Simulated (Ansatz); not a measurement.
Reaction: H5BGeO (SMILES O[BH][GeH3]) → H4BGeO (SMILES [B](O)[GeH3], doublet) + H (doublet) (the B-H bond breaks)
Each species at its own B3LYP-D3(BJ)/def2-TZVP minimum (Ansatz, a program for electronic structure), one conformer.

Wanted: bond dissociation energy (electronic), in kJ/mol. Open shells are spin-unrestricted; no spin-orbit coupling. Cores are frozen in correlated methods (noble-gas shells, and filled d and f shells in the p block). No relativity. CBS(X,Y): correlation extrapolated as X^-3, Hartree-Fock from the larger set. A bracket is a step between two methods taken in the basis named. Double hybrids freeze cores in their MP2 part. For partners of very few electrons the exact lower level stands in for a higher one.

CCSD(T)/CBS(cc-pVTZ,cc-pVQZ) + [CCSDT(Q) - CCSD(T)]/cc-pVDZ (Ansatz) gives 446.7 kJ/mol.

Question: What does PBE/def2-TZVPD (Ansatz) give here, and how do the other levels compare?

Answer: PBE gives 423.5 kJ/mol, 23.2 kJ/mol below it. Differences of the others: r2SCAN/def2-TZVPD (Ansatz) -22.6; B3LYP/def2-TZVPD (Ansatz) -8.1; B2PLYP/def2-TZVPD (Ansatz) -9.0; CCSD(T)/CBS(cc-pVTZ,cc-pVQZ) (Ansatz) 0.3 kJ/mol.
